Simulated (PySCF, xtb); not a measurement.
Si(F)(OH)(NH2)2 (FH5N2OSi), SMILES N[Si](N)(O)F.

GFN2-xTB (xtb) at its own geometry gives an orbital gap of 7.83 eV and a dipole moment of 2.52 D.

Coordinates come from a B3LYP-D3(BJ)/def2-SVP optimisation. The structure was generated by enumeration, and PubChem lists no compound with its InChIKey, so it may never have been made. The values are those of a single conformer.

Question: What does PBE/def2-TZVP run with PySCF give? (The exact figures need the calculation; the answer reports its results.)

Answer: gap 5.98 eV (levels -6.16 and -0.19 eV), dipole 1.17 D.
